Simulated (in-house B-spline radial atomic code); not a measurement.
**Binding energies in Mo6+**

NIST's tabulated ground configuration is [Ar] 3d10 4s2 4p6; each binding energy is the energy of the ion with one electron taken from that subshell, relaxed, less that of the parent. All numbers are computed (Dirac-Hartree-Fock, average of configuration; Fermi nucleus of rms radius 4.4091 fm) with a B-spline radial code for spherical atoms, not measured. Energies include first-order Breit, QED and recoil terms.

```
subshell  X-ray name  binding energy (eV)  -ε (eV)  relaxation (eV)
      2s          L1               2974.2   3004.5             25.1
   2p1/2          L2               2728.4   2761.4             28.0
   2p3/2          L3               2623.4   2654.2             27.2
      3s          M1                607.8    615.4              6.8
   3p1/2          M2                513.7    521.5              7.1
   3p3/2          M3                495.9    503.1              6.8
   3d3/2          M4                329.9    337.8              7.8
   3d5/2          M5                326.7    334.3              7.7
      4s          N1                159.1    160.0              0.8
   4p1/2          N2                127.4    128.2              0.7
   4p3/2          N3                124.5    125.2              0.7
```

Relaxation = -ε minus the binding energy without Breit, QED and recoil terms.

Emission lines follow as differences of binding energies, with λ = 12398.42 eV·Å / E:

```
 line          holes  energy (eV)  wavelength (Å)
L3-M5  2p3/2 → 3d5/2       2296.7          5.3984
L2-M4  2p1/2 → 3d3/2       2398.5          5.1692
L1-M3     2s → 3p3/2       2478.3          5.0028
L3-M1     2p3/2 → 3s       2015.6          6.1512
```

Question: What does it cost to remove both a 3s and a 4p1/2 electron?

Answer: 758.93 eV, which is 23.78 eV more than the two single binding energies together.

Question: What does it cost to remove both a 3s and a 4p3/2 electron?

Answer: 755.69 eV, which is 23.44 eV more than the two single binding energies together.
